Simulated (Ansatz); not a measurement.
Ansatz (a first-principles code) input (B3LYP-D3(BJ)/def2-TZVP):

Ansatz 0.2 input:
```yaml
crystal:
  periodic: [false, false, false]
  atoms:
    - {symbol: Mn, position_ang: [-0.00000000, -0.00000000, -0.06738732]}
    - {symbol: H, position_ang: [0.00000000, 0.00000000, 1.68468303]}
basis:
  gaussian:
    orbitals: def2-TZVP
hamiltonian:
  xc: b3lyp
  dispersion: d3bj
magnetization: {spin_polarized: true, initial_magnetization: 6}
phonons: {temperatures: {t_min: 298.15, t_max: 298.15, t_step: 100}}
```

Output:

```
Functional definition: B3LYP
integrals: 0.01 GiB planned
498 factors; integrals over basis functions are off by at most 4.2e-4 eV
mean field: 0.16 GiB planned
mean field evaluation 1: about -31333.9180 eV, gradient 2.5e1 eV
mean field evaluation 2: about -31331.6911 eV, gradient 4.2e1 eV
mean field evaluation 4: about -31335.7162 eV, gradient 1.5e0 eV
mean field evaluation 8: about -31335.7633 eV, gradient 1.8e-2 eV
mean field evaluation 16: about -31335.7633 eV, gradient 2.9e-5 eV
mean field -31335.76334301 eV, -1151.5680627125 hartree, gradient 2.9e-5 eV, S^2 12.002427; 0 other end points of the search recorded, 0 dependent functions left out
the calculation of the forces begins
reference -31335.76352275 eV, -1151.5680693178 hartree; 16, 10 occupied and 35, 41 virtual orbitals, 498 factors
these checks for a lower state are left out or cut short: stability, starts, cluster_reference, orbital_swaps, neighbouring_geometries, increment
integrals: 0.01 GiB planned
498 factors; integrals over basis functions are off by at most 4.2e-4 eV
mean field: 0.16 GiB planned
mean field -31335.76334286 eV, -1151.5680627070 hartree, gradient 3.0e-7 eV, S^2 12.002427; 0 other end points of the search recorded, 0 dependent functions left out
the calculation of the forces begins
reference -31335.76352260 eV, -1151.5680693123 hartree; 16, 10 occupied and 35, 41 virtual orbitals, 498 factors
these checks for a lower state are left out or cut short: stability, starts, cluster_reference, orbital_swaps, neighbouring_geometries, increment
integrals: 0.01 GiB planned
498 factors; integrals over basis functions are off by at most 4.2e-4 eV
mean field: 0.16 GiB planned
mean field -31335.76334286 eV, -1151.5680627070 hartree, gradient 3.0e-7 eV, S^2 12.002427; 0 other end points of the search recorded, 0 dependent functions left out
the calculation of the forces begins
reference -31335.76352260 eV, -1151.5680693123 hartree; 16, 10 occupied and 35, 41 virtual orbitals, 498 factors
these checks for a lower state are left out or cut short: stability, starts, cluster_reference, orbital_swaps, neighbouring_geometries, increment
integrals: 0.01 GiB planned
498 factors; integrals over basis functions are off by at most 4.2e-4 eV
mean field: 0.16 GiB planned
mean field evaluation 32: about -31335.7633 eV, gradient 1.4e-2 eV
mean field -31335.76334286 eV, -1151.5680627070 hartree, gradient 3.0e-7 eV, S^2 12.002427; 0 other end points of the search recorded, 0 dependent functions left out
the calculation of the forces begins
reference -31335.76352260 eV, -1151.5680693123 hartree; 16, 10 occupied and 35, 41 virtual orbitals, 498 factors
these checks for a lower state are left out or cut short: stability, starts, cluster_reference, orbital_swaps, neighbouring_geometries, increment
integrals: 0.01 GiB planned
498 factors; integrals over basis functions are off by at most 4.2e-4 eV
mean field: 0.16 GiB planned
mean field -31335.76334286 eV, -1151.5680627070 hartree, gradient 3.0e-7 eV, S^2 12.002427; 0 other end points of the search recorded, 0 dependent functions left out
the calculation of the forces begins
reference -31335.76352260 eV, -1151.5680693123 hartree; 16, 10 occupied and 35, 41 virtual orbitals, 498 factors
these checks for a lower state are left out or cut short: stability, starts, cluster_reference, orbital_swaps, neighbouring_geometries, increment
integrals: 0.01 GiB planned
498 factors; integrals over basis functions are off by at most 4.3e-4 eV
mean field: 0.16 GiB planned
mean field -31335.76352781 eV, -1151.5680695038 hartree, gradient 1.1e-6 eV, S^2 12.002428; 0 other end points of the search recorded, 0 dependent functions left out
the calculation of the forces begins
reference -31335.76370755 eV, -1151.5680761090 hartree; 16, 10 occupied and 35, 41 virtual orbitals, 498 factors
these checks for a lower state are left out or cut short: stability, starts, cluster_reference, orbital_swaps, neighbouring_geometries, increment
integrals: 0.01 GiB planned
498 factors; integrals over basis functions are off by at most 4.2e-4 eV
mean field: 0.16 GiB planned
mean field -31335.76310995 eV, -1151.5680541475 hartree, gradient 1.1e-6 eV, S^2 12.002425; 0 other end points of the search recorded, 0 dependent functions left out
the calculation of the forces begins
reference -31335.76328969 eV, -1151.5680607528 hartree; 16, 10 occupied and 35, 41 virtual orbitals, 498 factors
these checks for a lower state are left out or cut short: stability, starts, cluster_reference, orbital_swaps, neighbouring_geometries, increment
integrals: 0.01 GiB planned
498 factors; integrals over basis functions are off by at most 4.2e-4 eV
mean field: 0.16 GiB planned
mean field evaluation 64: about -31335.7633 eV, gradient 8.2e-7 eV
mean field -31335.76334286 eV, -1151.5680627070 hartree, gradient 3.0e-7 eV, S^2 12.002427; 0 other end points of the search recorded, 0 dependent functions left out
the calculation of the forces begins
reference -31335.76352260 eV, -1151.5680693123 hartree; 16, 10 occupied and 35, 41 virtual orbitals, 498 factors
these checks for a lower state are left out or cut short: stability, starts, cluster_reference, orbital_swaps, neighbouring_geometries, increment
integrals: 0.01 GiB planned
498 factors; integrals over basis functions are off by at most 4.2e-4 eV
mean field: 0.16 GiB planned
mean field -31335.76334286 eV, -1151.5680627070 hartree, gradient 3.0e-7 eV, S^2 12.002427; 0 other end points of the search recorded, 0 dependent functions left out
the calculation of the forces begins
reference -31335.76352260 eV, -1151.5680693123 hartree; 16, 10 occupied and 35, 41 virtual orbitals, 498 factors
these checks for a lower state are left out or cut short: stability, starts, cluster_reference, orbital_swaps, neighbouring_geometries, increment
integrals: 0.01 GiB planned
498 factors; integrals over basis functions are off by at most 4.2e-4 eV
mean field: 0.16 GiB planned
mean field -31335.76334286 eV, -1151.5680627070 hartree, gradient 3.0e-7 eV, S^2 12.002427; 0 other end points of the search recorded, 0 dependent functions left out
the calculation of the forces begins
reference -31335.76352260 eV, -1151.5680693123 hartree; 16, 10 occupied and 35, 41 virtual orbitals, 498 factors
these checks for a lower state are left out or cut short: stability, starts, cluster_reference, orbital_swaps, neighbouring_geometries, increment
integrals: 0.01 GiB planned
498 factors; integrals over basis functions are off by at most 4.2e-4 eV
mean field: 0.16 GiB planned
mean field -31335.76334286 eV, -1151.5680627070 hartree, gradient 3.0e-7 eV, S^2 12.002427; 0 other end points of the search recorded, 0 dependent functions left out
the calculation of the forces begins
reference -31335.76352260 eV, -1151.5680693123 hartree; 16, 10 occupied and 35, 41 virtual orbitals, 498 factors
these checks for a lower state are left out or cut short: stability, starts, cluster_reference, orbital_swaps, neighbouring_geometries, increment
integrals: 0.01 GiB planned
498 factors; integrals over basis functions are off by at most 4.2e-4 eV
mean field: 0.16 GiB planned
mean field -31335.76310995 eV, -1151.5680541475 hartree, gradient 1.1e-6 eV, S^2 12.002425; 0 other end points of the search recorded, 0 dependent functions left out
the calculation of the forces begins
reference -31335.76328969 eV, -1151.5680607528 hartree; 16, 10 occupied and 35, 41 virtual orbitals, 498 factors
these checks for a lower state are left out or cut short: stability, starts, cluster_reference, orbital_swaps, neighbouring_geometries, increment
integrals: 0.01 GiB planned
498 factors; integrals over basis functions are off by at most 4.3e-4 eV
mean field: 0.16 GiB planned
mean field evaluation 96: about -31335.7635 eV, gradient 2.3e-5 eV
mean field -31335.76352781 eV, -1151.5680695038 hartree, gradient 1.1e-6 eV, S^2 12.002428; 0 other end points of the search recorded, 0 dependent functions left out
the calculation of the forces begins
reference -31335.76370755 eV, -1151.5680761090 hartree; 16, 10 occupied and 35, 41 virtual orbitals, 498 factors
Total energy: -31335.79378618 eV, -1151.5691814784 hartree
Atom 0 at    -0.000000    -0.000000    -0.067387 Å, force     0.000000     0.000000    -0.000387 eV/Å
Atom 1 at     0.000000     0.000000     1.684683 Å, force    -0.000000    -0.000000     0.000387 eV/Å
Dipole moment:     0.000000     0.000000    -0.303720 e Å
Vibrations: 1456.82 cm⁻¹, zero-point energy 0.090311 eV
```

The spin state was set by rule; other spins were not relaxed.
